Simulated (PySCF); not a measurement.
# Static response to an electric field

Species: C₅H₉ClSi.
Geometry (GFN2-xTB, Å), atoms numbered from 1 in this order:
```
atom  x, y, z in Å
Cl1   -1.5123    2.9272    0.4477
C2    -0.5821    1.4648    0.2109
C3     0.6865    1.5387   -0.1611
Si4    1.7384    0.0000   -0.3765
C5     0.5430   -1.4036    0.0844
C6    -0.8847   -1.0065   -0.2788
C7    -1.3628    0.2206    0.4969
H8     1.1259    2.5106   -0.3293
H9     2.9006    0.0337    0.5180
H10    2.1792   -0.1175   -1.7723
H11    0.8007   -2.3299   -0.4290
H12    0.5906   -1.6180    1.1531
H13   -0.9459   -0.7978   -1.3491
H14   -1.5679   -1.8329   -0.0631
H15   -1.3022    0.0149    1.5714
H16   -2.4145    0.4048    0.2653
```

Level: CAM-B3LYP/def2-SVPD (PySCF), static field, nuclei fixed, core orbitals frozen in the response. The polarisability tensor in these axes (au):

```
x   110.14 -10.60  -9.10
y   -10.60 102.62   3.21
z    -9.10   3.21  76.67
```

Question: Give the principal values, the mean and the anisotropy Δα = √{½[(α1 − α2)² + (α2 − α3)² + (α1 − α3)²]}.

Answer: Principal values 74.34, 95.44 and 119.65 au; mean 96.48 au = 14.30 Å³ = 15.91 × 10⁻⁴⁰ C²·m²/J; Δα = 39.26 au (41 % of the mean).

Question: What is the dipole moment, and where does it point?

Answer: (0.23, -1.90, -0.01) D, 1.91 D in size, pointing from the negative to the positive side. Measured along this direction, the outermost atoms are Cl1 at the negative end and H11 at the positive end.

Question: Directions of the eigenvectors, and the extent of the frame along each?

Answer: Largest value along (0.81, -0.54, -0.21), where the nuclei span 5.14 Å; middle along (0.53, 0.84, -0.12), 5.11 Å; least along (0.24, -0.02, 0.97), 2.81 Å. 

Question: In TDDFT the mean static polarisability is Σ f/ω² over all singlet excitations (ω in hartree). How much of it do the 8 lowest give? Their energies (eV) and oscillator strengths: 6.31, 0.2806; 6.55, 0.0026; 6.83, 0.0052; 7.10, 0.0002; 7.11, 0.0182; 7.52, 0.0111; 7.80, 0.0008; 7.83, 0.0076.

Answer: They add up to 5.86 au, 6.1 % of the 96.48 au; the largest single term is 5.22 au, from the state at 6.31 eV. Terms in order: 5.22, 0.05, 0.08, 0.00, 0.27, 0.14, 0.01, 0.09 au. Higher excitations give the rest. The strengths listed sum to 0.326.

Question: Refractivity n − 1 of an ideal gas of it at 500 K and 1 atm, from the electronic α?

Answer: N = p/kT = 1.4678 × 10¹⁹ cm⁻³, so n − 1 = 2π × N × 14.30 × 10⁻²⁴ cm³ = 1318 × 10⁻⁶ at long wavelengths.

Isolated species at its GFN2-xTB geometry (one conformer only).
